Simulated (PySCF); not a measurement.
WF4NH, optimised at PBE/def2-SVP:

```xyz
7

N      0.1726     0.8886    -1.5471
W     -0.0571     0.0810    -0.0398
F     -1.3041    -1.2806    -0.4035
F      1.0612     0.9870     1.1724
F     -1.4811     0.9905     0.7884
F      1.2368    -1.2851    -0.0168
H      0.3087     1.3660    -2.4395
```

Energies from PySCF (xtb for GFN2), thermal terms from the rigid-rotor harmonic-oscillator model, ideal gas at 1 bar. All species are closed-shell singlets. W: scalar-relativistic def2 core potential, no spin-orbit coupling. WF4NH: computed as isolated molecules; such fragments, hydroxides, amides, oligomers or adducts are transient or little studied in the gas.

Question: List the harmonic frequencies (cm⁻¹, unscaled) at this level and at the other levels, each on its own geometry.

Answer: 
- PBE/def2-SVP: 115, 220, 220, 238, 273, 273, 318, 488, 488, 630, 679, 679, 695, 1060, 3593
- GFN2-xTB: 89, 181, 181, 226, 241, 241, 314, 360, 410, 410, 432, 642, 642, 882, 3346
- PBE0/def2-TZVP: 118, 231, 231, 249, 286, 286, 330, 496, 497, 632, 686, 686, 722, 1110, 3688
